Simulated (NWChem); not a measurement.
CH5ClO2Si; SMILES C[Si](O)(O)Cl

```xyz
10

C      1.6329     1.0343    -0.4174
Si    -0.0348     0.3614    -0.0045
O     -1.2101     0.7222    -1.1130
O     -0.4722     0.9771     1.4583
Cl     0.0621    -1.7197     0.0756
H      1.5850     2.1304    -0.5064
H      2.3549     0.7815     0.3731
H      1.9993     0.6213    -1.3686
H     -1.4674     0.0197    -1.7164
H     -1.3793     0.8216     1.7384
```
Atoms are numbered in this order, from 1.

Results from NWChem. Pople sets run with spherical d functions. Medium grid unless said otherwise, to which SCAN and Minnesota functionals are sensitive. All runs use the structure optimised with PBE0/def2-SVP. Hybrids' shares of exact exchange are those that their runs print; pure functionals count as 0. The functionals differ in more than this share.

```csv
row,share of exact exchange,highest occupied level (eV)
PBE/6-31G*,0.00,-7.20
"LDA (Slater exchange, VWN5)/6-31G*",0.00,-7.33
B3LYP/6-31G*,0.20,-8.52
B3PW91/6-31G*,0.20,-8.59
B97-2/6-31G*,0.21,-8.58
PBE0/6-31G*,0.25,-8.85
r2SCAN0/6-31G*,0.25,-9.13
M06-2X/6-31G*,0.54,withheld
Hartree-Fock/6-31G*,1.00,-12.36
```

Task: Fit a straight line of the last column on the one before it, predict the withheld value, and compare with the run.

Result: 
1. Means of the 8 shown rows: x = 0.264, y = -8.820. Slope Σ(x − x̄)(y − ȳ)/Σ(x − x̄)² = -3.469/0.6926 = -5.008; intercept -7.499.
2. The shown rows scatter about the line by 0.194 (root mean square); the largest residual is -0.38, at r2SCAN0/6-31G*.
3. At x = 0.54 (M06-2X/6-31G*; inside the shown range) the line gives -10.20.
4. The run gives -10.20, 0.00 from the line, 0.0 times the scatter.
